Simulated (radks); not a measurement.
The numbers below are computed, except where a source is named.
All-electron atom: Nd14+ in [Kr] 4d10. Code: a radial shooting solver on a logarithmic mesh with Libxc functionals. Model: Dirac Kohn-Sham, PBE, spin-unpolarised, spherical densities, point nucleus.

Normalised radial functions P(r) = r R(r) (large component), r in bohr:

| r | 4d3/2 | 4d5/2 |
|---|---|---|
| 0.001429 | 0.0000 | 0.0000 |
| 0.00186 | 0.0001 | 0.0000 |
| 0.002442 | 0.0001 | 0.0001 |
| 0.003179 | 0.0002 | 0.0001 |
| 0.004173 | 0.0005 | 0.0003 |
| 0.005434 | 0.0009 | 0.0006 |
| 0.007132 | 0.0018 | 0.0013 |
| 0.009287 | 0.0036 | 0.0028 |
| 0.01219 | 0.0073 | 0.0059 |
| 0.01587 | 0.0143 | 0.0121 |
| 0.02083 | 0.0282 | 0.0247 |
| 0.02713 | 0.0534 | 0.0480 |
| 0.03533 | 0.0980 | 0.0900 |
| 0.04637 | 0.1756 | 0.1642 |
| 0.06038 | 0.2924 | 0.2775 |
| 0.07925 | 0.4577 | 0.4403 |
| 0.1032 | 0.6392 | 0.6228 |
| 0.1355 | 0.7799 | 0.7705 |
| 0.1764 | 0.7616 | 0.7658 |
| 0.2315 | 0.4661 | 0.4883 |
| 0.3015 | -0.1064 | -0.0709 |
| 0.3957 | -0.8143 | -0.7788 |
| 0.5152 | -1.2998 | -1.2798 |
| 0.6763 | -1.3319 | -1.3342 |
| 0.8806 | -0.9572 | -0.9729 |
| 1.147 | -0.4781 | -0.4933 |
| 1.505 | -0.1486 | -0.1560 |
| 1.96 | -0.0270 | -0.0289 |
| 2.572 | -0.0022 | -0.0024 |
| 3.35 | -0.0001 | -0.0001 |

4d3/2: eigenvalue -377.94 eV, 1 radial node at r = 0.289 bohr, <r> = 0.660 bohr, 90 % of the charge inside 0.978 bohr. 4d5/2: eigenvalue -373.43 eV, 1 radial node at r = 0.293 bohr, <r> = 0.668 bohr, 90 % of the charge inside 0.989 bohr.
